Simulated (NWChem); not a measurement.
Species: SiNH$_{5}$; SMILES [SiH3]N

Program: NWChem. Pople sets run with spherical d functions. The level has its own optimisation; frequencies are unscaled.

Q: Estimate the computed values for B3LYP/6-31G*. Quantities: r N–Si (Å); r H–N (Å); highest harmonic frequency (cm⁻¹); lowest (cm⁻¹); zero-point energy (kcal/mol); dipole (D).

A: r N–Si (Å): 1.739
r H–N (Å): 1.014
highest harmonic frequency (cm⁻¹): 3641
lowest (cm⁻¹): 197
zero-point energy (kcal/mol): 31.8
dipole (D): 1.45
